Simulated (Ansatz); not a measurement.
Ideal-gas functions of `SC1N=[C]1[GaH2]` at 400 K and 1 bar, from an Ansatz frequency run at PBE0-D4/def2-TZVP.

Molar mass 143.85 g/mol, point group C1 (symmetry number 1), electronic degeneracy 1, moments of inertia 118.872, 248.346, 338.095 u Å². Harmonic wavenumbers (cm⁻¹, unscaled): 50, 168, 276, 307, 330, 423, 485, 522, 617, 671, 721, 847, 901, 936, 1100, 1240, 1738, 2000, 2021, 2666, 3209.

Use S(trans) = R[1.5 ln M + 2.5 ln T − 1.1517]; rotational temperatures θ = 24.2544 K / I; S(rot) = R[ln(√π/σ · √(T³/θAθBθC)) + 1.5]; for each mode x = 1.438777 ν̃/T, S = R[x/(eˣ − 1) − ln(1 − e⁻ˣ)] and H = RT x/(eˣ − 1); 1 cm⁻¹ = 0.0119627 kJ/mol; R = 8.31446 J/(mol·K).

Q: By hand: the entropy, in J/(mol·K).

A: Translation 176.9. Rotation: θ = 0.204, 0.0977, 0.0717 K, giving 119.2. Vibration, mode by mode: 22.59, 12.63, 8.71, 7.90, 7.36, 5.58, 4.67, 4.20, 3.21, 2.75, 2.39, 1.67, 1.43, 1.29, 0.80, 0.53, 0.12, 0.05, 0.05, 0.01, 0.00, in all 87.9. Electronic 0.0. Sum 384.0 J/(mol·K).

Q: By hand: H − E and G − E in kJ/mol, counted from the electronic energy.

A: Zero-point energy ½ × 21228 × 0.0119627 = 127.0; thermal vibration 19.0; translation, rotation and pV give 4 RT = 13.3. H − E = 159.3 kJ/mol, and G − E = 159.3 − 400 × 384.0/1000 = 5.7 kJ/mol.

Vibration gives 23 % of the entropy, 22.6 J/(mol·K) of it from the mode under 150 cm⁻¹: soft modes count most, and the harmonic formula is weakest for them. The sum counts one conformer and one mirror image; others add a mixing term.
